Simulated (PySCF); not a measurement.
W(NH)(S)(Cl)(OH) (ClH2NOSW), SMILES [W]([Cl])(=[S])([OH])=[NH], multiplicity 1.

The structure is a stationary point at B3LYP-D3(BJ)/def2-SVP. The multiplicity is an assumed one; no other spin state was optimised. The structure was generated by enumeration; whether it is a known compound was not checked. The def2 effective core potentials stand for the cores of W; spin–orbit coupling is left out. One conformer was computed; it need not be the lowest.

Method: B3LYP-D3(BJ)/def2-SVP in PySCF 2.14.0.

Frequencies are harmonic and unscaled.

Computed normal modes with their intensities:
```tsv
mode	ν (cm⁻¹)	IR (km/mol)	Raman (Å⁴/amu)	depolarisation	moving atoms (share of kinetic energy)
1	134	0.5	3.6	0.71	Cl 41 %, S 33 %, W 13 %, O 11 %
2	157	0.3	2.4	0.73	Cl 28 %, O 27 %, W 16 %, S 14 %, N 10 %
3	194	4.4	2.8	0.75	O 44 %, S 21 %, H 14 %, W 11 %
4	231	15.9	6.2	0.73	N 44 %, H 19 %, S 14 %, O 13 %
5	250	13.5	6.8	0.73	N 46 %, H 26 %, O 18 %
6	337	50.3	2.6	0.72	H 76 %, O 13 %
7	394	50.4	4.8	0.11	Cl 77 %, W 18 %
8	525	234.1	11.2	0.23	S 42 %, H 35 %, N 11 %, W 11 %
9	566	31.2	9.8	0.13	H 45 %, S 40 %, N 9 %
10	599	211.0	1.5	0.71	H 83 %, O 9 %
11	661	77.1	3.1	0.31	H 53 %, O 35 %, N 10 %
12	738	64.9	8.9	0.26	O 57 %, H 31 %, W 9 %
13	1009	87.6	32.9	0.13	N 84 %
14	3605	185.9	170.8	0.35	H 92 %
15	3849	274.5	124.7	0.29	H 94 %
```
